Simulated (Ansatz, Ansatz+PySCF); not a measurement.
```yaml
atoms:
  - { symbol: B, position_ang: [-0.0009, -0.0469, -0.8981] }
  - { symbol: N, position_ang: [0.0271, -0.0101, 0.7603] }
  - { symbol: H, position_ang: [0.0480, -1.1730, -1.2297] }
  - { symbol: H, position_ang: [-1.0455, 0.5784, -1.2845] }
  - { symbol: H, position_ang: [0.9829, 0.5596, -1.2364] }
  - { symbol: H, position_ang: [0.0302, 0.9600, 1.1276] }
  - { symbol: H, position_ang: [-0.8685, -0.4962, 1.0983] }
  - { symbol: H, position_ang: [0.7807, -0.4709, 1.0640] }
```

Basis set: def2-SVP (spherical functions). Frozen core: 2 orbitals. Charge 0, multiplicity 1.

Computed with Ansatz (development build ahead of 0.2.0); each method stands on the lowest determinant of its kind that the runs found. Restricted open shells among the atoms or ions are ROHF, correlated in semicanonical orbitals with singles. Restricted functionals stand beside restricted open-shell atoms, which can lie above the unrestricted atoms usual in DFT and then raise those values.

The atomization energy at this shape (free ground-state atoms in the same class of orbitals less the molecule, no zero-point energy) of singlet BNH6:

```
               method  atomization energy
   ωB97X (restricted)       2529.0 kJ/mol
 ωB97X (unrestricted)       2516.1 kJ/mol
  r²SCAN (restricted)       2531.5 kJ/mol
r²SCAN (unrestricted)       2519.2 kJ/mol
    PBE0 (restricted)       2522.1 kJ/mol
  PBE0 (unrestricted)       2515.0 kJ/mol
   PBE (unrestricted)       2537.4 kJ/mol
     PBE (restricted)       2543.0 kJ/mol
          RHF-CCSD(T)       2394.4 kJ/mol
              RHF-MP2       2381.0 kJ/mol
                  RHF       1891.7 kJ/mol
```

Task: What does UHF give?

Result: 1874.4 kJ/mol. Caution: the shape is not the minimum.
